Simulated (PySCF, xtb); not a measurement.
C₄H₈BN, SMILES C1CB(N)CC=1.

xtb with GFN2-xTB at its own geometry gives an orbital gap of 5.20 eV and a dipole moment of 2.45 D.

Geometry: B3LYP-D3(BJ)/def2-SVP. The structure was generated by enumeration, and PubChem lists no compound with its InChIKey, so it may never have been made. Other conformers were not sampled.

Question: What does PBE/def2-TZVP run with PySCF give? (The exact figures need the calculation; the answer reports its results.)

Answer: gap 5.31 eV (levels -5.50 and -0.19 eV), dipole 2.03 D.
